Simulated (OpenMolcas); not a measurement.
# Ge+: thermal populations, worked from levels

* Program: OpenMolcas 26.06
* Basis: ANO-R3 [7s6p5d4f2g]
* Scalar Hamiltonian: X2C, finite nucleus
* Active space: 3 electrons in 4 orbitals (4s 4p)
* State averaging: 2S+1 = 4 odd, 1 root (0 in the spin-orbit step); 2S+1 = 2 odd, 3 roots; 2S+1 = 4 even, 3 roots; 2S+1 = 2 even, 9 roots
* Spin-orbit coupling: RASSI with atomic mean-field integrals over the reference wave functions, term energies averaged over their components

Methods: CASSCF; SS-CASPT2, IPEA 0.25 Eh, imaginary shift 0.1 Eh (closed shells correlated: 3d). Measured levels: NIST Handbook of Basic Atomic Spectroscopic Data.

**Thermal populations.** Z = Σ (2J + 1) exp(-E/kT) with k = 0.695035 cm-1/K, over the levels below. No other level of either list lies under 62400 cm-1, which is above 7 kT at each temperature.

```json
{"Level": "4s2 4p 2P* 1/2", "2J + 1": "2", "SS-CASPT2": "0.0", "measured": "0.0"}
{"Level": "4s2 4p 2P* 3/2", "2J + 1": "4", "SS-CASPT2": "1630", "measured": "1767"}
{"Level": "4s 4p2 4P 1/2", "2J + 1": "2", "SS-CASPT2": "50260", "measured": "51576"}
{"Level": "4s 4p2 4P 3/2", "2J + 1": "4", "SS-CASPT2": "50860", "measured": "52291"}
{"Level": "4s 4p2 4P 5/2", "2J + 1": "6", "SS-CASPT2": "51790", "measured": "53367"}
```

| T (K) | Z, SS-CASPT2 | Z, measured levels | Ground level (%), SS-CASPT2 | Ground level (%), measured levels |
| --- | --- | --- | --- | --- |
| 5000 | 4.502 | 4.406 | 44.4 | 45.4 |
| 8000 | 4.985 | 4.912 | 40.1 | 40.7 |
| 12000 | 5.316 | 5.258 | 37.6 | 38.0 |

At 12000 K, kT = 8340 cm-1, and the computed levels give Z = 2.000 + 3.290 + 0.005 + 0.009 + 0.012 = 5.316.

Over all roots computed the reference weight is 0.90 to 0.96 in SS-CASPT2; the roots of lowest weight are the least certain, and an intruder state may touch them. Some high roots are left out of the spin-orbit mixing, which shifts the levels that they would mix with. Terms of s pⁿ other than that of highest spin mix with s² pⁿ⁻² d, which this space lacks; all of them can be thousands of cm-1 off, and some have no real level of that name. Without dynamic correlation excited terms often stand tens of per cent too high (terms of higher spin than the ground term too low), and those without a measured partner can miss by more than the paired ones (holds for CASSCF). Computed and measured levels are paired by configuration, term and J; levels that our copy of the source lacks, or whose pairing is in doubt (as where it misses far off the trend of its configuration), stay unpaired and out of the deviations. Levels of configurations outside the active space are missing.

* marks odd parity.
